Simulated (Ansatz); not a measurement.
Isolated molecules relaxed with PBE0-D4/def2-TZVP in Ansatz; ΔE leaves out vibrations. CBS: MP2 limit from def2 TZ/QZ plus the TZ coupled-cluster correction, frozen cores. This one scheme is used for every species. DFT in def2-TZVPP. Each species was taken in one conformer, which may not be the lowest.

Reaction (dimerisation): 2 `NBF` → `F[B@H-]1[NH2+][B@@H-](F)[NH2+]1`

`NBF`:

Cartesian coordinates in Å:
```
N -0.026 0.722 0.090
B 0.014 -0.661 -0.036
F 0.281 -1.201 -1.230
H -0.222 1.178 0.963
H 0.137 1.347 -0.682
H -0.184 -1.385 0.896
```

`F[B@H-]1[NH2+][B@@H-](F)[NH2+]1`:

Cartesian coordinates in Å:
```
F 1.980 0.954 -0.010
B 0.604 0.933 -0.049
N 0.067 -0.107 -1.136
B -0.773 -0.799 0.034
F -0.480 -2.140 0.139
N -0.001 0.055 1.141
H 0.055 2.003 -0.142
H -0.454 0.270 -1.914
H 0.802 -0.710 -1.493
H -1.943 -0.509 -0.021
H 0.710 -0.487 1.623
H -0.565 0.537 1.826
```

CCSD(T)/CBS gives -0.66 eV.

(1) Another level gave -0.05 eV. Which?
A. ωB97M-V/def2-TZVPP
B. HF/def2-TZVPP
C. LDA (SPW92)/def2-TZVPP
D. BLYP/def2-TZVPP

Largest T1 diagnostic among the species: 0.012.

Results:

(1) B. HF/def2-TZVPP -0.05, ωB97M-V -0.66, LDA (SPW92) -1.18, BLYP -0.10 eV.

From BLYP to BHLYP (50 % exact exchange), in def2-TZVPP and without D4, ΔE moves by −0.29 eV. In def2-TZVPP, CCSD(T) changes the Hartree–Fock value by −0.66 eV (the triples alone add −0.06 eV) and MP2 by −0.69 eV.
